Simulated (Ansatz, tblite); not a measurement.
Cost and result up the ladder for Sn(NCS)H3 (CH3NSSn) (7 atoms). Total charge 0; singlet. Geometry: PBE0-D4/def2-SVP.

```xyz
7

Sn   -0.054   -1.020    0.715
N     0.047    0.639   -0.459
C     0.088    1.618   -1.137
S     0.145    2.919   -2.039
H     0.156   -0.454    2.309
H     1.217   -2.023    0.181
H    -1.599   -1.679    0.429
```

Ansatz on 4 threads of Intel Xeon on a shared host; xTB runs through tblite on one thread. Times are rough, summed over both states, and most runs start from the orbitals of an earlier one. PBE0-D4/def2-TZVP serves as the yardstick here, not as an exact answer. The other state is a doublet.

In the def2 sets Sn takes a core potential; there is no spin–orbit coupling. The xTB rows come from tblite.

Raw xTB energies of ions are shifted by several eV.

```
                          level  functions  wall time
                       GFN2-xTB         29     0.02 s
                       GFN1-xTB         32    0.024 s
               PBE-D4/def2-TZVP        167       13 s
PBE0-D4/def2-TZVP (with forces)        167       16 s
```

(1) Estimate what each level gives for the vertical IE (eV).

Results:

(1) 
| level | vertical IE (eV) | difference from PBE0-D4/def2-TZVP (eV) |
| --- | --- | --- |
| GFN2-xTB | 13.61 | 4.57 |
| GFN1-xTB | 14.27 | 5.22 |
| PBE-D4/def2-TZVP | 8.95 | -0.09 |
| PBE0-D4/def2-TZVP (with forces) | 9.05 | 0.00 |
